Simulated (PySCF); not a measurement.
Species: C4H9NSi2.
InChI=1S/C4H9NSi2/c5-3-7(6)4-1-2-4/h4,7H,1-2H2,6H3/t7-/m1/s1

Computed with PySCF at PBE0/def2-SVPD, non-relativistic, on one gas-phase PBE0-D3(BJ)/def2-SVP geometry that isn't relaxed in the solvent. The solvent is an IEF-PCM continuum (cavity from Bondi-type radii × 1.2), and excitations are vertical TDDFT with non-equilibrium linear response and a frozen core. Only the electrostatic response of the medium enters.

Gas-phase singlets (H = HOMO, L = LUMO):

```csv
state,E (eV),λ (nm),f,leading configuration
S1,6.360,195,0.020,H→L 72%
S2,6.629,187,0.066,H→L+1 69%
S3,6.945,179,0.013,H-1→L+1 28%
S4,7.129,174,0.015,H-1→L 32%
S5,7.191,172,0.052,H→L+2 35%
```

Problem. Give the list for dichloromethane (ε = 8.93), n² = 2.03.

Solution. 
```
state  E (eV)  λ (nm)      f  leading configuration  change by rank (eV)
   S1   6.175     201  0.026                H→L 65%               -0.185
   S2   6.380     194  0.110              H→L+1 64%               -0.249
   S3   6.828     182  0.024              H-1→L 67%               -0.117
   S4   6.957     178  0.058            H-1→L+1 63%               -0.172
   S5   7.093     175  0.003              H-2→L 47%               -0.098
```

Problem. The ground-state energy changes by -0.209 eV from gas to dichloromethane. By how much does the total energy of gas-phase S1 change?

Solution. E(S1) = E(S0) + excitation energy, so it changes by -0.209 − 0.185 = -0.394 eV: it is lowered more than the ground state, which is what a red shift means. This is the vertical state, with the slow part of the continuum still set for S0.

Problem. How do the frontier levels move from gas to dichloromethane?

Solution. 
```tsv
orbital	gas (eV)	solvent (eV)	change (eV)
LUMO+2	0.03	0.27	+0.24
LUMO+1	-0.52	-0.57	-0.05
LUMO	-0.66	-0.67	-0.01
HOMO	-8.27	-8.05	+0.22
HOMO-1	-8.94	-8.67	+0.27
HOMO-2	-9.37	-9.19	+0.18
HOMO-3	-9.60	-9.37	+0.23
```

The HOMO–LUMO gap goes from 7.61 to 7.38 eV. Rows go by rank; for HOMO-3 and HOMO-2 the atom shares or the degeneracy differ between the runs, so the row needn't follow one orbital.

The values belong to the conformer `[N:1]#[C:2][Si@@H:3]([SiH3:4])[CH:5]1[CH2:6][CH2:7]1`: C2–Si3–C5–C6 84°.
